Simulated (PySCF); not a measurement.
Species: C6H12F2O.
Cartesian coordinates in Å at the PBE0-D3(BJ)/def2-SVP level; atoms count from 1:
```
atom  x, y, z in Å
C1    -1.7797   -1.4773    0.1589
O2    -0.5397   -1.0639   -0.3294
C3    -0.1429    0.2856   -0.1045
C4    -0.1596    0.6364    1.3831
C5    -1.0378    1.2492   -0.8840
C6     1.2671    0.3442   -0.6987
C7     2.2441   -0.6580   -0.1436
F8     2.6312   -0.3148    1.1134
F9     3.3625   -0.6697   -0.9101
H10   -1.8353   -1.4578    1.2626
H11   -1.9218   -2.5166   -0.1693
H12   -2.6203   -0.8795   -0.2397
H13    0.3187    1.6123    1.5488
H14   -1.1897    0.7040    1.7631
H15    0.3874   -0.1099    1.9748
H16   -1.0728    0.9639   -1.9459
H17   -0.6518    2.2765   -0.8111
H18   -2.0653    1.2562   -0.4913
H19    1.1922    0.1455   -1.7783
H20    1.7020    1.3474   -0.5709
H21    1.8294   -1.6781   -0.1091
```

Method: PySCF, TDDFT CAM-B3LYP/def2-SVPD, vertical, gas phase, core orbitals frozen in the response.

Broadening: Gaussians 0.4 eV wide at half height, area fixed by f = 4.319×10⁻⁹ ∫ε dν̃. The width is an assumption, not a result. The curve ends short of the highest state used, and states not computed would add to its high-energy end.

| E (eV) | ε (L mol⁻¹ cm⁻¹) |
| --- | --- |
| 6.79 | 0 |
| 6.84 | 0 |
| 6.88 | 0 |
| 6.93 | 1 |
| 6.97 | 1 |
| 7.02 | 2 |
| 7.06 | 3 |
| 7.11 | 5 |
| 7.16 | 8 |
| 7.20 | 11 |
| 7.25 | 15 |
| 7.29 | 18 |
| 7.34 | 20 |
| 7.38 | 21 |
| 7.43 | 22 |
| 7.47 | 23 |
| 7.52 | 26 |
| 7.56 | 33 |
| 7.61 | 55 |
| 7.66 | 100 |
| 7.70 | 161 |
| 7.75 | 279 |
| 7.79 | 411 |
| 7.84 | 622 |
| 7.88 | 816 |
| 7.93 | 1066 |
| 7.97 | 1246 |
| 8.02 | 1414 |
| 8.06 | 1485 |
| 8.11 | 1485 |
| 8.16 | 1403 |
| 8.20 | 1299 |
| 8.25 | 1157 |
| 8.29 | 1061 |
| 8.34 | 989 |
| 8.38 | 981 |
| 8.43 | 1036 |
| 8.47 | 1126 |
| 8.52 | 1284 |
| 8.56 | 1434 |
| 8.61 | 1639 |
| 8.66 | 1852 |
| 8.70 | 2023 |
| 8.75 | 2231 |

Question: Locate the maxima and give the states behind the curve.

Answer: 153 nm (8.09 eV), ε about 1500, made up of S2 (84%) and S3 (15%) (ε in L mol⁻¹ cm⁻¹; maxima over ε = 5, shares over 10%). At its high-energy end, 8.75 eV, the curve is still rising (ε about 2200, from S5 and S6). The states used: S1 7.39 eV (f 0.0003); S2 8.05 eV (f 0.019); S3 8.25 eV (f 0.0053); S4 8.53 eV (f 0.0071); S5 8.67 eV (f 0.011); S6 8.87 eV (f 0.021); S7 9.04 eV (f 0.014); S8 9.20 eV (f 0.0018); S9 9.22 eV (f 0.026); S10 9.35 eV (f 0.010).

Question: Does any computed singlet lie in the visible range?

Answer: No computed singlet lies in the visible range (380 to 750 nm); the lowest, at 168 nm, stands 4.13 eV above its violet end (3.26 eV).

Question: Coming from long wavelengths, where does ε first pass 100 L mol⁻¹ cm⁻¹?

Answer: At about 162 nm (7.66 eV), 0.27 eV above S1.

Question: What would ε be at 8.09 eV, the highest of these maxima, with half the width (0.2 eV)?

Answer: About 2410 L mol⁻¹ cm⁻¹ against 1500, a factor of about 1.6; a lone state at its own centre would give exactly 2.

All these states lie below the vertical ionisation energy of 9.88 eV (ΔSCF).

Time: 5.9 min wall (with the writing of density and orbital grids); peak memory 1.5 GiB. Hardware: Arm Neoverse V1, one thread, shared host.

One conformer stands for the species.
